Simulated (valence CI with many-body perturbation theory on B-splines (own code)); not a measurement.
Assign the levels of Zn7+

Computed by valence CI with perturbative core correlation (CI+MBPT): five valence electrons over a frozen Dirac-Fock core [Ar], a basis of 7 s, 7 p, 8 d, 6 f, 4 g, 1 h functions for each j, with the one-electron correlation potential Σ1, the two-electron term Σ2, the three-electron term Σ3, Breit, model QED; selected CI, second order for the rest, scaled by the run's own slope (own B-spline code, finite nucleus).

No measured levels were compared; by estimate terms of the open shell hold to 2 to 4 % of their energy, and close levels can change places; different configurations can be misplaced against each other by 1,000 to 8,000 cm⁻¹. Among the levels kept, up to 390 cm⁻¹ of a level comes from second order outside the variational space, and about a tenth of that is noise between levels of different J, which matters for small intervals. The list stops below the first excitations out of the core. Only levels of the ground parity were solved; by the run's estimate the other parity begins above the list, which can be wrong where configurations are misplaced.

| No. | J | Parity | E (eV) | g |
| --- | --- | --- | --- | --- |
| 1 | 5/2 | even | 0.0000 | 2.000 |
| 2 | 11/2 | even | 6.150 | 1.272 |
| 3 | 5/2 | even | 6.156 | 0.575 |
| 4 | 7/2 | even | 6.170 | 0.985 |
| 5 | 9/2 | even | 6.172 | 1.171 |
| 6 | 5/2 | even | 6.844 | 1.554 |
| 7 | 3/2 | even | 6.905 | 1.651 |
| 8 | 1/2 | even | 6.973 | 2.509 |
| 9 | 7/2 | even | 7.487 | 1.425 |
| 10 | 1/2 | even | 7.573 | 0.156 |
| 11 | 5/2 | even | 7.618 | 1.406 |
| 12 | 3/2 | even | 7.618 | 1.275 |
| 13 | 11/2 | even | 8.891 | 0.927 |
| 14 | 13/2 | even | 8.923 | 1.076 |

Energies count from the lowest level. Strongly mixed levels and levels close to another of their J and parity are left out, so the numbers can have gaps.

(1) Give configuration and LS term of each level.

## Answers

(1) 1: 3d5 6S; 2: 3d5 4G; 3: 3d5 4G; 4: 3d5 4G; 5: 3d5 4G; 6: 3d5 4P; 7: 3d5 4P; 8: 3d5 4P; 9: 3d5 4D; 10: 3d5 4D; 11: 3d5 4D; 12: 3d5 4D; 13: 3d5 2I; 14: 3d5 2I.
